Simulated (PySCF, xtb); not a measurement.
H6O4SiTi, SMILES [Ti]1([OH])(<-[SiH3][O]1)([OH])[OH], multiplicity 1.

GFN2-xTB in xtb at its own geometry gives an orbital gap of 4.25 eV and a dipole moment of 2.38 D.

Coordinates come from a B3LYP-D3(BJ)/def2-SVP optimisation. The multiplicity is an assumed one; other spin states were not compared. Other conformers were not sampled.

Task: What does PBE0/def2-TZVP run with PySCF give? (Estimate from the structure and the level; the computed values follow.)

Result: gap 7.24 eV (levels -8.50 and -1.26 eV), dipole 2.22 D.
